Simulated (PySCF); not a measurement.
How methods differ on the ionisation energy of Eu²³⁺

Eu²³⁺ [Kr] 4d4 [4d3/2^4, M_J = 0] → Eu²⁴⁺ [Kr] 4d3 [4d3/2^3, M_J = 3/2], as a difference of total energies. Calculation: PySCF 2.14, in an uncontracted even-tempered set (17 s from 1.7 bohr⁻², ratio 2.8; 14 p from 2.2 bohr⁻², ratio 2.8; 9 d from 2.2 bohr⁻², ratio 2.8; 4 f from 8.9 bohr⁻², ratio 3); the two-component X2C-1e Hamiltonian. Correlated levels: [Ar] 3d10 frozen; the 92 highest virtual spinors dropped. "Screened" scales the spin-orbit matrix elements by Boettger's factors to mimic the two-electron term; Breit and QED terms are absent.

| method | ionisation energy (eV) |
| --- | --- |
| GHF (screened spin-orbit) | 753.89 |
| GMP2 (screened spin-orbit) | 754.69 |

How much does correlation contribute at GMP2 (screened spin-orbit)?

754.69 − (753.89) = 0.80 eV, measured against GHF (screened spin-orbit).

Breit and QED terms and the two-electron picture change are absent.

The labels give the starting determinants; with spin-orbit coupling the two ends relaxed to ⟨J²⟩ = 0.00, ⟨L²⟩ = 2.44, ⟨S²⟩ = 2.44 and ⟨J²⟩ = 4.13, ⟨L²⟩ = 9.33, ⟨S²⟩ = 2.57.

The determinant of Eu²⁴⁺ mixes levels of different J (the jj label is only the starting occupation), so the difference between spin-free and spin-orbit rows is not the physical spin-orbit shift.

For comparison: 755 ± 4 eV (theoretical estimate listed by NIST; NIST Atomic Spectra Database, ionization energies).
